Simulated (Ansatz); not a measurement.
Wavefunction ladder for `[NH2][Ge]1([I])[O][AlH]1`

```xyz
8

N     1.542    0.003    0.905
Ge    0.272    0.221   -0.381
I     1.425   -0.571   -2.503
O    -1.255   -0.810    0.008
Al   -2.018    0.688   -0.240
H     2.313   -0.593    0.640
H     1.175   -0.272    1.806
H    -3.453    1.334   -0.236
```

Charge 0, multiplicity 1. Correlated methods include outer-core shells of Ge, I, which these sets cover unevenly. Scalar relativity is left out up to krypton. I: def2 effective core potential. Geometry: relaxed with PBE0-D4/def2-TZVP. It is one conformer, not always the lowest. Frozen core, restricted reference, the Gaussian-basis code of Ansatz.

```csv
basis,HF (Eh),MP2 corr.,CCSD corr.,(T),CCSD(T) total
def2-SVP,-2744.62172,-0.76018,?,?,?
def2-TZVPP,-2745.15525,-1.26915,?,?,?
def2-QZVPP,-2745.21156,-1.74444,–,–,–
```

Task: Fill in the withheld values. (Estimate.)

Result: Ansatz gave: def2-SVP CCSD corr.: -0.77659; def2-SVP (T): -0.02494; def2-SVP CCSD(T) total: -2745.42325; def2-TZVPP CCSD corr.: -1.24489; def2-TZVPP (T): -0.04509; def2-TZVPP CCSD(T) total: -2746.44523.
